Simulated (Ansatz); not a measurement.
One change: `C=[CH][AlH2]` becomes `[AlH2]/[CH]=C/Cl`.

Ansatz, PBE0-D4/def2-TZVP geometries, multiplicity 1. 

```
                                          property  `C=[CH][AlH2]`
           HOMO–LUMO gap (ωB97M-V/def2-TZVPP) / eV           10.38
                HOMO energy (PBE0/def2-TZVPP) / eV           -8.09
    zero-point energy (PBE0-D4/def2-TZVP) / kJ/mol           143.9
size of the dipole moment (ωB97M-V/def2-TZVPP) / D            0.84
                LUMO energy (PBE0/def2-TZVPP) / eV           -1.66
  size of the dipole moment (B3LYP/def2-TZVPP) / D            0.87
```

What does the change do to each property? (An estimate is asked.)

Computed: 
| property | `[AlH2]/[CH]=C/Cl` | shift |
| --- | --- | --- |
| HOMO–LUMO gap (ωB97M-V/def2-TZVPP) / eV | 9.76 | -0.62 |
| HOMO energy (PBE0/def2-TZVPP) / eV | -7.78 | 0.31 |
| zero-point energy (PBE0-D4/def2-TZVP) / kJ/mol | 121.6 | -22.3 |
| size of the dipole moment (ωB97M-V/def2-TZVPP) / D | 0.71 | -0.13 |
| LUMO energy (PBE0/def2-TZVPP) / eV | -1.87 | -0.21 |
| size of the dipole moment (B3LYP/def2-TZVPP) / D | 0.62 | -0.25 |

With PBE0 the HOMO rises by 0.31 eV and the LUMO falls by 0.21 eV, so the gap narrows by about 0.52 eV. PBE moves the HOMO by 0.12 eV and ωB97M-V by 0.40 eV. Dipoles are sizes alone; their direction can turn.

B3LYP here is the variant with VWN-RPA as its local correlation; programs differ in this.
